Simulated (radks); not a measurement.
Removal energies from the rubidium ion Rb3+, [Ar] 3d10 4s2 4p4, by Delta-SCF beside the eigenvalue of the level emptied. All-electron calculation, scalar-relativistic Kohn-Sham, LDA (Slater exchange, Perdew-Wang correlation), spin-polarised, spherical densities, finite nucleus; Fermi nuclear charge, rms radius of each element as measured or else 0.836 A^(1/3) + 0.57 fm. Program: a radial shooting solver on a logarithmic mesh with Libxc functionals. Open shells are filled with parallel spins first.

removed from	final configuration	Delta-SCF (eV)	-eigenvalue (eV)
4p	[Ar] 3d10 4s2 4p3	52.247	45.846
4s	[Ar] 3d10 4s1 4p4	70.195	63.112
3d	[Ar] 3d9 4s2 4p4	154.99	139.51
3p	[Ne] 3s2 3p5 3d10 4s2 4p4	275.28	259.90
